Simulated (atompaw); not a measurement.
**u(r) = r·R(r): atom against pseudo-atom (S)**

Columns: radius, all-electron u(r) and pseudo u(r) of the 3s shell (level -17.26 eV) of sulfur in the configuration [Ne] 3s2 3p4; PBE, scalar-relativistic, PAW (atompaw) scheme, atompaw 4.2.0.5.

```json
{"r (bohr)": "0.058", "all-electron": "0.2131", "pseudo": "0.0502"}
{"r (bohr)": "0.115", "all-electron": "0.0525", "pseudo": "0.0995"}
{"r (bohr)": "0.173", "all-electron": "-0.1609", "pseudo": "0.1494"}
{"r (bohr)": "0.231", "all-electron": "-0.3179", "pseudo": "0.1990"}
{"r (bohr)": "0.288", "all-electron": "-0.3950", "pseudo": "0.2473"}
{"r (bohr)": "0.346", "all-electron": "-0.4026", "pseudo": "0.2959"}
{"r (bohr)": "0.404", "all-electron": "-0.3557", "pseudo": "0.3438"}
{"r (bohr)": "0.462", "all-electron": "-0.2714", "pseudo": "0.3908"}
{"r (bohr)": "0.519", "all-electron": "-0.1664", "pseudo": "0.4359"}
{"r (bohr)": "0.577", "all-electron": "-0.0485", "pseudo": "0.4806"}
{"r (bohr)": "0.635", "all-electron": "0.0724", "pseudo": "0.5237"}
{"r (bohr)": "0.692", "all-electron": "0.1881", "pseudo": "0.5645"}
{"r (bohr)": "0.750", "all-electron": "0.2988", "pseudo": "0.6041"}
{"r (bohr)": "0.808", "all-electron": "0.4000", "pseudo": "0.6415"}
{"r (bohr)": "0.865", "all-electron": "0.4889", "pseudo": "0.6758"}
{"r (bohr)": "0.923", "all-electron": "0.5682", "pseudo": "0.7081"}
{"r (bohr)": "0.981", "all-electron": "0.6362", "pseudo": "0.7375"}
{"r (bohr)": "1.038", "all-electron": "0.6924", "pseudo": "0.7633"}
{"r (bohr)": "1.096", "all-electron": "0.7393", "pseudo": "0.7861"}
{"r (bohr)": "1.154", "all-electron": "0.7764", "pseudo": "0.8053"}
{"r (bohr)": "1.212", "all-electron": "0.8043", "pseudo": "0.8207"}
{"r (bohr)": "1.269", "all-electron": "0.8236", "pseudo": "0.8320"}
{"r (bohr)": "1.327", "all-electron": "0.8359", "pseudo": "0.8394"}
{"r (bohr)": "1.385", "all-electron": "0.8416", "pseudo": "0.8426"}
{"r (bohr)": "1.442", "all-electron": "0.8415", "pseudo": "0.8416"}
{"r (bohr)": "1.500", "all-electron": "0.8364", "pseudo": "0.8364"}
```

(1) How many radial nodes do the two functions have?

(2) Is the pseudo-wave norm-conserving?

Answers

(1) The all-electron 3s function has n − l − 1 = 2; the pseudo-wave has 0, since the states of the same l below it are removed with the core.

(2) No, it belongs to a PAW set: the norm inside the radius is not constrained, and the difference is carried by the augmentation charge.
